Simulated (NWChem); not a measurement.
Molecule: H$_{2}$Se$_{2}$S; SMILES [Se](S)[SeH]

```xyz
5

Se    -0.7314     0.5808    -0.0022
S      0.9509     2.0121     0.0414
H      1.1511     2.0899    -1.2953
Se     0.2391    -1.5399    -0.0216
H      0.3697    -1.6760     1.4423
```
Atoms are numbered in this order, from 1.

Structure relaxed at the PBE0/def2-SVP level.

**Question.** List the 4 lowest vertical singlet excitations from PBE/def2-SVPD, TDA (NWChem).

**Answer.** 
| state | energy (eV) | oscillator strength | leading excitation (squared amplitude) |
|---|---|---|---|
| S1 | 3.60 | 0.004 | HOMO → LUMO (0.96) |
| S2 | 3.76 | 0.023 | HOMO−1 → LUMO (0.83) |
| S3 | 3.97 | 0.005 | HOMO−2 → LUMO (0.54) |
| S4 | 4.16 | 0.002 | HOMO → LUMO+1 (0.76) |
